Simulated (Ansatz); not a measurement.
H3Sn, doublet, geometry from GFN2-xTB (such geometries of metal compounds can be far from the true shape) (the spin is typed, not shown lowest) (core potentials on Sn); Ansatz (a quantum-chemistry and plane-wave program) with PBE0/def2-SVP.

Input for Ansatz:
Ansatz 0.2 input:
```yaml
crystal:
  periodic: [false, false, false]
  atoms:
    - {symbol: Sn, position_ang: [0.04084427, 0.00898098, -0.01840899]}
    - {symbol: H, position_ang: [0.03066635, -0.56882075, 1.68073856]}
    - {symbol: H, position_ang: [-1.12406631, 1.37170506, 0.06541975]}
    - {symbol: H, position_ang: [-0.94881348, -1.25193342, -0.82570895]}
basis:
  gaussian:
    orbitals: def2-SVP
    final_grid: {core_spheres: 10, valence_spheres: 20, degree: 41}
hamiltonian:
  xc: pbe0
magnetization: {spin_polarized: true, initial_magnetization: 1}
```

It wrote (shortened):

```
Functional definition: PBE0
495 factors; integrals over basis functions are off by at most 4.9e-4 eV
mean field evaluation 1: about -5877.9445 eV, gradient 6.5e0 eV
mean field evaluation 2: about -5878.1716 eV, gradient 4.4e0 eV
mean field evaluation 4: about -5878.3292 eV, gradient 6.7e-1 eV
mean field evaluation 8: about -5878.3475 eV, gradient 2.6e-2 eV
mean field evaluation 16: about -5878.3476 eV, gradient 3.4e-5 eV
mean field -5878.34755180 eV, -216.0252880416 hartree, gradient 3.4e-5 eV, S^2 0.751392; 0 other end points of the search recorded, 0 dependent functions left out
reference -5878.34757668 eV, -216.0252889560 hartree; 13, 12 occupied and 28, 29 virtual orbitals, 495 factors
Total energy: -5878.34757668 eV, -216.0252889560 hartree
```
